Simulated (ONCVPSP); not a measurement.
**Transferability test, ONCV potential for strontium (Sr)**

strontium (Sr), optimised norm-conserving Vanderbilt (ONCV), made with ONCVPSP 4.0.1 (PBE, non-relativistic). Core [Ar] 3d10, reference 4s2 4p6 5s2. Waves: 4s+5s: rc 1.85 bohr, ncon 4, nbas 7, qcut 7.8 1/bohr, 2 projectors; 4p: rc 2.00 bohr, ncon 5, nbas 10, qcut 6 1/bohr, 3 projectors, debl 2.6 Ha; d scattering state at 0.13 Ha: rc 1.90 bohr, ncon 5, nbas 9, qcut 5.2 1/bohr, 1 projector. Local part: polynomial inside 1.20 bohr (lpopt 5, dvloc0 2 Ha). Core correction: polynomial model core, fcfact 0.65.

In the d channel the program set the typed energies aside and used 0.050 Ha.

Energies are relative to the spin-unpolarised reference configuration 4s2 4p6 5s2; without spin polarisation the order of configurations can differ from experiment.

| valence configuration | charge | ΔE all-electron (eV) | error AE − PS (meV) |
| --- | --- | --- | --- |
| 4s2 4p6 5s1 | +1 | 5.802 | 0.0 |
| 4s2 4p6 5s0 | +2 | 16.638 | 0.0 |
| 4s2 4p6 5s1.5 | +0.5 | 2.307 | 0.0 |

**Question.** What are ΔE and the potential's error for 4s2 4p5 5s2?

**Answer.** ΔE = 28.410 eV all-electron; the error (AE − PS) is -7.7 meV.
